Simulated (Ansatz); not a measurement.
Relaxation of F₂H₆Si₂ (10 atoms, charge 0, multiplicity 1), to a largest force component of 0.03 eV/Å in at most 50 steps.

These are results of RKS PBE/def2-SVP in Ansatz 0.2.0, not measurements.

```xyz
10
Properties=species:S:1:pos:R:3:forces:R:3
Si 0.399 -0.073 -0.092 0.29 -0.08 -0.44
H 0.499 0.090 1.366 0.39 0.04 0.25
H 1.686 0.037 -0.843 -0.01 0.00 -0.01
F -0.605 1.072 -0.681 -0.01 0.01 -0.01
F -0.254 -1.530 -0.413 0.02 0.01 0.00
Si -2.741 0.085 1.284 -0.82 -0.03 0.00
H -2.842 -0.657 -0.014 0.00 0.00 0.00
H -3.524 -0.657 2.333 -0.01 0.01 0.00
H -3.302 1.469 1.132 0.01 0.02 0.00
H -1.336 0.165 1.730 0.14 0.02 0.20
```

Question: Where does it end, and by what steps?

Answer: It converged. The force dipped under the threshold on the way, but the program's further checks kept it going. After 15 steps the energy has fallen by 0.227 eV; H2 moved furthest, 1.12 Å.

```json
{"step": "0", "energy less start (eV)": "0.0000", "largest force component (eV/Å)": "0.816", "accepted": "yes"}
{"step": "1", "energy less start (eV)": "-0.1319", "largest force component (eV/Å)": "0.144", "accepted": "yes"}
{"step": "2", "energy less start (eV)": "-0.1636", "largest force component (eV/Å)": "0.155", "accepted": "yes"}
{"step": "3", "energy less start (eV)": "-0.1868", "largest force component (eV/Å)": "0.324", "accepted": "yes"}
{"step": "4", "energy less start (eV)": "-0.1957", "largest force component (eV/Å)": "0.520", "accepted": "yes"}
{"step": "5", "energy less start (eV)": "-0.2074", "largest force component (eV/Å)": "0.496", "accepted": "yes"}
{"step": "6", "energy less start (eV)": "-0.2159", "largest force component (eV/Å)": "0.029", "accepted": "yes"}
{"step": "7", "energy less start (eV)": "-0.2168", "largest force component (eV/Å)": "0.143", "accepted": "yes"}
{"step": "8", "energy less start (eV)": "-0.2186", "largest force component (eV/Å)": "0.055", "accepted": "yes"}
{"step": "9", "energy less start (eV)": "-0.2196", "largest force component (eV/Å)": "0.004", "accepted": "yes"}
{"step": "10", "energy less start (eV)": "-0.2200", "largest force component (eV/Å)": "0.120", "accepted": "yes"}
{"step": "11", "energy less start (eV)": "-0.2221", "largest force component (eV/Å)": "0.057", "accepted": "yes"}
{"step": "12", "energy less start (eV)": "-0.2233", "largest force component (eV/Å)": "0.007", "accepted": "yes"}
{"step": "13", "energy less start (eV)": "-0.2233", "largest force component (eV/Å)": "0.154", "accepted": "yes"}
{"step": "14", "energy less start (eV)": "-0.2259", "largest force component (eV/Å)": "0.059", "accepted": "yes"}
{"step": "15", "energy less start (eV)": "-0.2270", "largest force component (eV/Å)": "0.028", "accepted": "yes"}
```

```xyz
10
Properties=species:S:1:pos:R:3
Si 0.769 -0.092 -0.284
H 1.491 -0.278 1.009
H 1.626 0.362 -1.418
F -0.410 1.014 -0.063
F 0.060 -1.497 -0.695
Si -3.107 0.101 1.445
H -2.646 -0.951 0.478
H -4.350 -0.380 2.143
H -3.414 1.377 0.715
H -2.037 0.344 2.471
```

The run took 24 s on 2 threads of Arm Neoverse V2, on a shared host, peak memory 0.12 GiB.
